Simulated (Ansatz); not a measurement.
Born–Oppenheimer molecular dynamics of C₃H₁₁Al (15 atoms, charge 0, multiplicity 1). It starts at the highest image of a converged band. Of that band: The profile has 3 maxima (images 1, 3, 7) with wells between them (images 2, 5): this band takes more than one step, which may be the mechanism or a detour left from its start path. A structure lower than the first end lies on the path between it and the top, so the climb from that side starts below the end, which may itself be a saddle point or a shallow side well. A vibrational analysis at the climbing image gives one clearly imaginary mode, 1194i cm⁻¹: a first-order saddle point.

Method: Ansatz, RKS LDA/def2-SVP.

- ensemble: NVE (velocity Verlet)
- time step: 0.5 fs
- steps asked: 200
- starting velocities drawn for: 300 K
- seed: 4538

First frame:

```xyz
15
Properties=species:S:1:pos:R:3
Al -1.279 0.697 0.107
C -0.218 -1.119 -0.204
C 0.779 -1.075 -1.343
H -2.515 0.488 1.093
H -1.259 1.473 -1.288
H 0.152 0.047 0.615
C 0.383 1.310 1.293
H -1.168 -1.621 -0.511
H 0.138 -1.756 0.639
H 1.120 -2.084 -1.664
H 0.354 -0.566 -2.235
H 1.692 -0.500 -1.065
H 1.417 1.406 0.897
H -0.017 2.350 1.324
H 0.420 0.951 2.342
```

(1) How far do the bonds stretch over the last three quarters of this one trajectory? (Pairs bonded in most of those frames.)

## Answers

(1) 
| bond | mean (Å) | spread (Å) | shortest | longest |
| --- | --- | --- | --- | --- |
| Al1–C2 | 1.950 | 0.023 | 1.91 | 2.00 |
| Al1–H4 | 1.617 | 0.011 | 1.59 | 1.64 |
| Al1–H5 | 1.619 | 0.033 | 1.57 | 1.67 |
| C2–C3 | 1.528 | 0.009 | 1.51 | 1.54 |
| C2–H8 | 1.119 | 0.032 | 1.07 | 1.17 |
| C2–H9 | 1.118 | 0.010 | 1.10 | 1.13 |
| C3–H10 | 1.115 | 0.014 | 1.09 | 1.15 |
| C3–H11 | 1.118 | 0.040 | 1.06 | 1.18 |
| C3–H12 | 1.118 | 0.008 | 1.10 | 1.14 |
| H6–C7 | 1.113 | 0.028 | 1.07 | 1.16 |
| C7–H13 | 1.114 | 0.032 | 1.06 | 1.17 |
| C7–H14 | 1.119 | 0.012 | 1.10 | 1.14 |
| C7–H15 | 1.113 | 0.012 | 1.09 | 1.14 |

Mean temperature of the second half: 546 K. The conserved energy stayed within 0.19 meV per atom of its start (net change 0.092 meV per atom), so the integration is sound. The kinetic energy rose, since the run started high on the potential surface and went downhill. It ends in pieces (C2H7Al + CH4), so much of that is their flight and rotation, not heat. A run of 0.1 ps of so small a system gives no equilibrium averages. The orbitals stay closed-shell, which can raise the energy where a bond breaks towards radicals; this wasn't checked here.

Time of the run: 5.9 min on 2 threads of Intel(R) Xeon(R) Platinum 8175M CPU @ 2.50GHz (Skylake/Cascade Lake), with other jobs on the host, peak memory 0.17 GiB.
